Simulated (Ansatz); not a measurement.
`C=N/C([SiH3])=C\F` and `C=N/C(O)=C/F` differ in one atom or group (the configuration at the double bond changes too).

Ansatz, PBE0-D4/def2-TZVP geometries, multiplicity 1. Each molecule was computed in one conformer, which needn't be the lowest.

| property | `C=N/C([SiH3])=C\F` |
| --- | --- |
| size of the dipole moment (PBE/def2-TZVPP) / D | 1.24 |
| size of the dipole moment (B3LYP/def2-TZVPP) / D | 1.36 |
| HOMO–LUMO gap (PBE0/def2-TZVPP) / eV | 5.94 |
| HOMO–LUMO gap (PBE/def2-TZVPP) / eV | 3.64 |
| LUMO energy (PBE0/def2-TZVPP) / eV | -0.99 |
| size of the dipole moment (ωB97M-V/def2-TZVPP) / D | 1.39 |

(1) What does the change do to each property? (Estimate.)

Answers

(1) Ansatz gave: 
```csv
property,`C=N/C(O)=C/F`,shift
size of the dipole moment (PBE/def2-TZVPP) / D,2.72,1.48
size of the dipole moment (B3LYP/def2-TZVPP) / D,3.12,1.76
HOMO–LUMO gap (PBE0/def2-TZVPP) / eV,4.95,-0.99
HOMO–LUMO gap (PBE/def2-TZVPP) / eV,2.80,-0.84
LUMO energy (PBE0/def2-TZVPP) / eV,-1.48,-0.49
size of the dipole moment (ωB97M-V/def2-TZVPP) / D,3.26,1.87
```

With PBE0 the HOMO rises by 0.50 eV and the LUMO falls by 0.49 eV, so the gap narrows by about 0.99 eV. PBE moves the HOMO by 0.45 eV and ωB97M-V by 0.54 eV. Dipoles are sizes alone; their direction can turn.

B3LYP here is the variant with VWN-RPA as its local correlation; programs differ in this.
